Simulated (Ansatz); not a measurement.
Zr₅⁺, relaxed as a doublet with UKS PBE-D4/def2-SVP in Ansatz, starting from the GFN1-xTB geometry. Force threshold 0.02 eV/Å.

In the def2 sets Zr takes a core potential; there is no spin–orbit coupling. The charge 1 doublet is spin-contaminated (final ⟨S²⟩ up to 1.62, 0.75 for a pure state). The structure comes from a short search, and lower isomers may exist.

Start:

```csv
atom,x (Å),y (Å),z (Å)
Zr1,0.5502,-1.5795,-1.9000
Zr2,-1.3702,-1.0333,0.4670
Zr3,-0.2341,1.3207,-1.1681
Zr4,-0.5551,1.5805,1.8979
Zr5,1.6093,-0.2884,0.7031
```

Estimate the energy that the relaxation releases and the steps that it takes.

1.44 eV, in 8 steps; 79 s on 4 threads of Arm Neoverse V1 on a shared host. The force fell under the threshold at step 6, but the optimiser went on. No frequencies were taken in this run, so the end may be a saddle point.

Does the start keep its bonding and symmetry?

By distances, no bond broke or formed. The bond that changes most is Zr4–Zr5, from 3.10 to 2.75 Å (atoms count from 1). Point group D3h at the start, Cs at the end, both within 0.05 Å.

Predict the relaxed structure.


```tsv
atom	x (Å)	y (Å)	z (Å)
Zr1	0.494	-1.403	-1.691
Zr2	-1.283	-0.990	0.415
Zr3	-0.229	1.228	-1.063
Zr4	-0.457	1.422	1.670
Zr5	1.476	-0.257	0.669
```
Bond lengths (bridged metal pairs left out): 9 × Zr–Zr 2.75 to 2.87 Å.
